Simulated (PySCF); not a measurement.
PySCF job for ZrCl₃, SMILES [Cl][Zr]([Cl])[Cl] (connectivity only; charge and spin as stated), neutral, multiplicity 2, TDA-PBE/def2-SVPD. Coordinates come from a r2SCAN-D4/def2-SVP optimisation. The multiplicity is an assumed one; other spin states were not compared. The isomer is the one that the SMILES or the coordinates give; other isomers of the formula were not compared. The def2 effective core potentials stand for the cores of Zr; spin–orbit coupling is left out.

```python
import numpy as np
from pyscf import gto, scf, dft, tdscf

mol = gto.M(
    atom='''
    Zr   -0.00000000    0.00000000    0.00000000
    Cl    2.33888725   -0.00000000   -0.00000000
    Cl   -1.16944362   -2.02553578   -0.00000000
    Cl   -1.16944363    2.02553577   -0.00000000
    ''',
    basis='def2-SVPD',
    ecp={'Zr': 'def2-svp'},
    charge=0,
    spin=1,
    max_memory=1600,
    verbose=4,
)
mf = dft.UKS(mol, xc='pbe').density_fit(auxbasis='def2-universal-jkfit')
mf.grids.level = 3
mf.conv_tol = 1e-9
mf.max_cycle = 100
mf.kernel()
fine, coarse = mf.grids, dft.Grids(mol).set(level=1).build(with_non0tab=True)
for _ in range(3):  # follow internal instabilities
    mf.grids = coarse
    mo, _, stable, _ = mf.stability(return_status=True, nroots=4)
    mf.grids = fine
    if stable:
        break
    mf.kernel(mf.make_rdm1(mo, mf.mo_occ))
mf.grids = dft.Grids(mol).set(level=1).build(with_non0tab=True)  # coarser grid for the response kernel
td = tdscf.TDA(mf)
td.nstates = 10
td.conv_tol = 1e-4
td.positive_eig_threshold = 1e-6
td.kernel(x0=td.get_init_guess(mf, 15))
td.analyze(verbose=3)
```

Log of the run:

```
PySCF version 2.14.0

[INPUT] verbose = 4
[INPUT] num. atoms = 4
[INPUT] num. electrons = 63
[INPUT] charge = 0
[INPUT] spin (= nelec alpha-beta = 2S) = 1
[INPUT] symmetry False subgroup None
[INPUT] Mole.unit = angstrom
[INPUT] Symbol           X                Y                Z      unit          X                Y                Z       unit  Magmom
[INPUT]  1 Zr     0.000000000000   0.000000000000   0.000000000000 AA    0.000000000000   0.000000000000   0.000000000000 Bohr   0.0
[INPUT]  2 Cl     2.338887250000   0.000000000000   0.000000000000 AA    4.419856338737   0.000000000000   0.000000000000 Bohr   0.0
[INPUT]  3 Cl    -1.169443620000  -2.025535780000   0.000000000000 AA   -2.209928159920  -3.827707879707   0.000000000000 Bohr   0.0
[INPUT]  4 Cl    -1.169443630000   2.025535770000   0.000000000000 AA   -2.209928178817   3.827707860810   0.000000000000 Bohr   0.0

nuclear repulsion = 251.719195861766
number of shells = 45
number of NR pGTOs = 195
number of NR cGTOs = 115
basis = def2-SVPD
ecp = {'Zr': 'def2-svp'}


[settings echo left out]
init E= -1420.94898033866
  alpha nocc = 32  HOMO = -0.469062481671785  LUMO = -0.442782781525694
  beta  nocc = 31  HOMO = -0.504077839812723  LUMO = -0.469062481671786

WARN: HOMO -0.469062481671785 >= LUMO -0.469062481671786

cycle= 1 E= -1424.88606025368  delta_E= -3.94  |g|= 1.96  |ddm|= 3.46
  alpha nocc = 32  HOMO = -0.000446679785907608  LUMO = 0.0103707101503173
  beta  nocc = 31  HOMO = -0.106589637246206  LUMO = 0.000948142664897397
  HOMO = -0.000446679785908  LUMO = 0.000948142664897  gap/eV = 0.03796
cycle= 2 E= -1422.59327024278  delta_E= 2.29  |g|=  2.6  |ddm|= 8.47
  alpha nocc = 32  HOMO = -0.128027742284154  LUMO = -0.071897732184919
  beta  nocc = 31  HOMO = -0.322537925420112  LUMO = -0.103679246159237
  HOMO = -0.128027742284  LUMO = -0.103679246159  gap/eV = 0.66256
cycle= 3 E= -1426.78796907733  delta_E= -4.19  |g|= 0.372  |ddm|= 7.53
  alpha nocc = 32  HOMO = -0.199665589939208  LUMO = -0.139778044168345
  beta  nocc = 31  HOMO = -0.293335315253615  LUMO = -0.149673922254052
  HOMO = -0.199665589939  LUMO = -0.149673922254  gap/eV = 1.36034
cycle= 4 E= -1426.86651806806  delta_E= -0.0785  |g|= 0.209  |ddm|= 1.03
  alpha nocc = 32  HOMO = -0.196535095792733  LUMO = -0.134890079053821
  beta  nocc = 31  HOMO = -0.314759511457087  LUMO = -0.140921052107713
  HOMO = -0.196535095793  LUMO = -0.140921052108  gap/eV = 1.51334
cycle= 5 E= -1426.89127610792  delta_E= -0.0248  |g|= 0.0386  |ddm|= 0.263
  alpha nocc = 32  HOMO = -0.188032427096623  LUMO = -0.123475383397901
  beta  nocc = 31  HOMO = -0.306965120323056  LUMO = -0.130629915012366
  HOMO = -0.188032427097  LUMO = -0.130629915012  gap/eV = 1.56200
cycle= 6 E= -1426.89223610566  delta_E= -0.00096  |g|= 0.00832  |ddm|= 0.0709
  alpha nocc = 32  HOMO = -0.187492606988762  LUMO = -0.122628532545877
  beta  nocc = 31  HOMO = -0.307361597327671  LUMO = -0.129444065028291
  HOMO = -0.187492606989  LUMO = -0.129444065028  gap/eV = 1.57958
cycle= 7 E= -1426.8922803061  delta_E= -4.42e-05  |g|= 0.000894  |ddm|= 0.0095
  alpha nocc = 32  HOMO = -0.187471446022627  LUMO = -0.122427242722442
  beta  nocc = 31  HOMO = -0.307247190735192  LUMO = -0.129253377383098
  HOMO = -0.187471446023  LUMO = -0.129253377383  gap/eV = 1.58419
cycle= 8 E= -1426.89228080583  delta_E= -5e-07  |g|= 7.01e-05  |ddm|= 0.00176
  alpha nocc = 32  HOMO = -0.187469196300498  LUMO = -0.122410187659232
  beta  nocc = 31  HOMO = -0.30725073098449  LUMO = -0.129239633432378
  HOMO = -0.1874691963  LUMO = -0.129239633432  gap/eV = 1.58451
cycle= 9 E= -1426.89228081174  delta_E= -5.91e-09  |g|= 1.87e-05  |ddm|= 0.000173
  alpha nocc = 32  HOMO = -0.187470271153231  LUMO = -0.122409612797956
  beta  nocc = 31  HOMO = -0.307251691417901  LUMO = -0.129238983852269
  HOMO = -0.187470271153  LUMO = -0.129238983852  gap/eV = 1.58455
cycle= 10 E= -1426.89228081171  delta_E= 3.41e-11  |g|= 2.45e-05  |ddm|= 6.33e-05
  alpha nocc = 32  HOMO = -0.187470594536912  LUMO = -0.122409365519053
  beta  nocc = 31  HOMO = -0.307251825175665  LUMO = -0.129239046737555
  HOMO = -0.187470594537  LUMO = -0.129239046738  gap/eV = 1.58456
Extra cycle  E= -1426.89228081051  delta_E= 1.2e-09  |g|= 4.84e-05  |ddm|= 9.82e-05
converged SCF energy = -1426.89228081051  <S^2> = 0.75289331  2S+1 = 2.0028912
tot grids = 27160
uhf_internal: lowest eigs of H = [0.62122844 0.62904652 0.62945136 0.636089  ]
<class 'pyscf.df.df_jk.DFUKS'> wavefunction is stable in the internal stability analysis
tot grids = 27160
Overwritten attributes  positive_eig_threshold  of <class 'pyscf.tdscf.uks.TDA'>


******** <class 'pyscf.tdscf.uks.TDA'> for <class 'pyscf.df.df_jk.DFUKS'> ********
nstates = 10
deg_eia_thresh = 1.000e-03
wfnsym = None
conv_tol = 0.0001
eigh lindep = 1e-12
eigh level_shift = 0
eigh max_cycle = 100


Excitation energies (eV)
[1.1574846  1.15877287 2.38246294 2.38288497 4.18939997 4.23721237
 4.58502552 4.58509124 4.82087711 4.82100589]

** Excitation energies and oscillator strengths **
Excited State   1:      1.15748 eV   1071.15 nm  f=0.0000
Excited State   2:      1.15877 eV   1069.96 nm  f=0.0000
Excited State   3:      2.38246 eV    520.40 nm  f=0.0034
Excited State   4:      2.38288 eV    520.31 nm  f=0.0034
Excited State   5:      4.18940 eV    295.95 nm  f=0.1970
Excited State   6:      4.23721 eV    292.61 nm  f=0.0000
Excited State   7:      4.58503 eV    270.41 nm  f=0.0000
Excited State   8:      4.58509 eV    270.41 nm  f=0.0000
Excited State   9:      4.82088 eV    257.18 nm  f=0.0024
Excited State  10:      4.82101 eV    257.17 nm  f=0.0024
```

Self-consistency was reached.

Cost: roughly 2.6 core-minutes.
